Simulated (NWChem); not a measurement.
Everything below was run with NWChem. System: Au2, charge -1, spin multiplicity 2, at the geometry of a parent with another charge or spin, in a state set for the comparison that need not be this species' ground state. Its SCF solution wasn't tested for a lower state. Level: UPBE0/def2-TZVPD with def2 effective core potentials on Au.

Job file:

```
start mol
memory heap 200 mb stack 900 mb global 1100 mb
charge -1
geometry units angstroms nocenter noautoz
  Au     0.000000     0.000000     1.269942
  Au     0.000000     0.000000    -1.269942
  symmetry group D2h
end
basis spherical
  * library def2-tzvpd
end
ecp
  Au library def2-ecp
end
dft
  xc pbe0
  odft
  mult 2
  semidirect memsize 60000000 filesize 0
  iterations 100
end
task dft energy
```

Part of the output:

```
             Northwest Computational Chemistry Package (NWChem) 7.3.0
             --------------------------------------------------------

                                NWChem Input Module
                                -------------------

 Scaling coordinates for geometry "geometry" by  1.889725989
 (inverse scale =  0.529177249)

 Turning off AUTOSYM since
 SYMMETRY directive was detected!

                             Geometry "geometry" -> ""
                             -------------------------

 Output coordinates in angstroms (scale by  1.889725989 to convert to a.u.)

  No.       Tag          Charge          X              Y              Z
 ---- ---------------- ---------- -------------- -------------- --------------
    1 Au                  79.0000     0.00000000     0.00000000     1.26994200
    2 Au                  79.0000     0.00000000     0.00000000    -1.26994200

 Effective nuclear repulsion energy (a.u.)    1300.2937185348

            Nuclear Dipole moment (a.u.)
            ----------------------------
        X                 Y               Z
 ---------------- ---------------- ----------------
     0.0000000000     0.0000000000     0.0000000000

      Symmetry information
      --------------------

 Group name             D2h
 Group number             26
 Group order               8
 No. of unique centers     1

      Symmetry unique atoms

     1


 Summary of "ao basis" -> "" (spherical)
 ------------------------------------------------------------------------------
       Tag                 Description            Shells   Functions and Types
 ---------------- ------------------------------  ------  ---------------------
 *                         def2-tzvpd                 on all atoms

                                 NWChem DFT Module
                                 -----------------

 Summary of "ao basis" -> "ao basis" (spherical)
 ------------------------------------------------------------------------------
       Tag                 Description            Shells   Functions and Types
 ---------------- ------------------------------  ------  ---------------------
 Au                        def2-tzvpd               15       43   6s5p3d1f

 Summary of "ao basis" -> "ao basis" (spherical)
 ------------------------------------------------------------------------------
       Tag                 Description            Shells   Functions and Types
 ---------------- ------------------------------  ------  ---------------------
 Au                        def2-tzvpd               15       43   6s5p3d1f

      Symmetry analysis of basis
      --------------------------

        ag         19
        au          4
        b1g         4
        b1u        19
        b2g        10
        b2u        10
        b3g        10
        b3u        10

            General Information
            -------------------
          SCF calculation type: DFT
          Wavefunction type:  spin polarized.
          No. of atoms     :     2
          No. of electrons :    39
           Alpha electrons :    20
            Beta electrons :    19
          Charge           :    -1
          Spin multiplicity:     2
          Use of symmetry is: on ; symmetry adaption is: on
          Maximum number of iterations: 100
          AO basis - number of functions:    86
                     number of shells:    30
          Convergence on energy requested:  1.00D-06
          Convergence on density requested:  1.00D-05
          Convergence on gradient requested:  5.00D-04
[...]
    29      0.228316  1 Au d  0              72     -0.228316  2 Au d  0
     6     -0.182128  1 Au s                 49      0.182128  2 Au s
     5     -0.166850  1 Au s                 48      0.166850  2 Au s
     3      0.148187  1 Au s                 46     -0.148187  2 Au s

 Vector   19  Occ=1.000000D+00  E=-6.912860D-02  Symmetry=ag
              MO Center=  4.1D-14,  4.4D-14,  8.1D-11, r^2= 3.7D+00
   Bfn.  Coefficient  Atom+Function         Bfn.  Coefficient  Atom+Function
  ----- ------------  ---------------      ----- ------------  ---------------
     5      0.398575  1 Au s                 48      0.398575  2 Au s
     3     -0.344497  1 Au s                 46     -0.344497  2 Au s
     6      0.268821  1 Au s                 49      0.268821  2 Au s
     2      0.208450  1 Au s                 45      0.208450  2 Au s
    24     -0.172596  1 Au d  0              67     -0.172596  2 Au d  0

 Vector   20  Occ=0.000000D+00  E= 7.636526D-02  Symmetry=b1u
              MO Center= -7.8D-27, -7.9D-27, -4.2D-13, r^2= 8.1D+00
   Bfn.  Coefficient  Atom+Function         Bfn.  Coefficient  Atom+Function
  ----- ------------  ---------------      ----- ------------  ---------------
    18      0.394881  1 Au pz                61      0.394881  2 Au pz
     5      0.356737  1 Au s                 48     -0.356737  2 Au s
     3     -0.277651  1 Au s                 46      0.277651  2 Au s
     2      0.169063  1 Au s                 45     -0.169063  2 Au s
     6      0.155720  1 Au s                 24      0.155444  1 Au d  0

 Vector   21  Occ=0.000000D+00  E= 1.443473D-01  Symmetry=b3u
              MO Center= -6.3D-15,  2.0D-27,  2.2D-18, r^2= 8.8D+00
   Bfn.  Coefficient  Atom+Function         Bfn.  Coefficient  Atom+Function
  ----- ------------  ---------------      ----- ------------  ---------------
    16      0.555373  1 Au px                59      0.555373  2 Au px
    10     -0.118122  1 Au px                53     -0.118122  2 Au px
    13      0.095824  1 Au px                56      0.095824  2 Au px
     7      0.053730  1 Au px                50      0.053730  2 Au px
    25     -0.048308  1 Au d  1              68      0.048308  2 Au d  1

 Vector   22  Occ=0.000000D+00  E= 1.443473D-01  Symmetry=b2u
              MO Center=  1.9D-27, -6.2D-15,  9.3D-17, r^2= 8.8D+00
   Bfn.  Coefficient  Atom+Function         Bfn.  Coefficient  Atom+Function
  ----- ------------  ---------------      ----- ------------  ---------------
    17      0.555373  1 Au py                60      0.555373  2 Au py
    11     -0.118122  1 Au py                54     -0.118122  2 Au py
    14      0.095824  1 Au py                57      0.095824  2 Au py
     8      0.053730  1 Au py                51      0.053730  2 Au py
    23      0.048308  1 Au d -1              66     -0.048308  2 Au d -1

   alpha - beta orbital overlaps
   -----------------------------

   alpha      1      2      3      4      5      6      7      8      9     10
    beta      1      2      3      4      5      6      8      7      9     10
 overlap   1.000  1.000  1.000  1.000  1.000  1.000  1.000  1.000  0.996  1.000

   alpha     11     12     13     14     15     16     17     18     19     20
    beta     11     13     12     14     15     16     17     18     19     20
 overlap   1.000  1.000  1.000  1.000  1.000  1.000  1.000  0.995  0.995  0.993

   alpha     21     22     23     24     25     26     27     28     29     30
    beta     21     22     23     24     25     26     27     30     28     29
 overlap   0.999  0.999  0.995  1.000  1.000  0.999  0.980  0.978  0.999  0.999

   alpha     31     32     33     34     35     36     37     38     39     40
    beta     31     33     32     34     35     38     37     36     39     40
 overlap   0.999  0.999  0.999  1.000  1.000  0.999  0.999  0.999  1.000  1.000

   alpha     41     42     43     44     45     46     47     48     49     50
    beta     42     41     43     44     45     46     47     48     49     50
 overlap   0.999  0.999  1.000  1.000  1.000  1.000  1.000  1.000  1.000  1.000

   alpha     51     52     53     54     55     56     57     58     59     60
    beta     51     52     53     54     55     56     57     58     59     64
 overlap   1.000  1.000  1.000  0.999  0.999  0.999  0.999  0.999  0.999  1.000

   alpha     61     62     63     64     65     66     67     68     69     70
    beta     65     60     61     63     62     66     67     70     68     69
 overlap   1.000  1.000  1.000  1.000  1.000  0.999  0.999  1.000  1.000  1.000

   alpha     71     72     73     74     75     76     77     78     79     80
    beta     71     73     72     74     75     76     77     78     79     80
 overlap   1.000  1.000  1.000  1.000  1.000  1.000  1.000  1.000  1.000  1.000

   alpha     81     82     83     84     85     86
    beta     81     82     83     84     85     86
 overlap   1.000  1.000  1.000  1.000  1.000  1.000

     --------------------------
     Expectation value of S2:
     --------------------------
      <S2> =      0.7642 (Exact =     0.7500)

 center of mass
 --------------
 x =   0.00000000 y =   0.00000000 z =   0.00000000

 moments of inertia (a.u.)
 ------------------
        2268.757241824041           0.000000000000           0.000000000000
           0.000000000000        2268.757241824041           0.000000000000
           0.000000000000           0.000000000000           0.000000000000

     Multipole analysis of the density
     ---------------------------------

     L   x y z        total         alpha         beta         nuclear
     -   - - -        -----         -----         ----         -------
     0   0 0 0     -1.000000    -20.000000    -19.000000     38.000000

     1   1 0 0      0.000000     -0.000000      0.000000      0.000000
     1   0 1 0      0.000000      0.000000      0.000000      0.000000
     1   0 0 1      0.000000      0.000000     -0.000000      0.000000

     2   2 0 0    -39.602478    -21.515662    -18.086816      0.000000
     2   1 1 0     -0.000000      0.000000     -0.000000      0.000000
     2   1 0 1      0.000000     -0.000000      0.000000      0.000000
     2   0 2 0    -39.602478    -21.515662    -18.086816      0.000000
     2   0 1 1      0.000000     -0.000000      0.000000      0.000000
     2   0 0 2    -49.511566   -145.996756   -122.366065    218.851255

 Task  times  cpu:        1.3s     wall:        1.3s

 Total times  cpu:        1.3s     wall:        1.3s
```
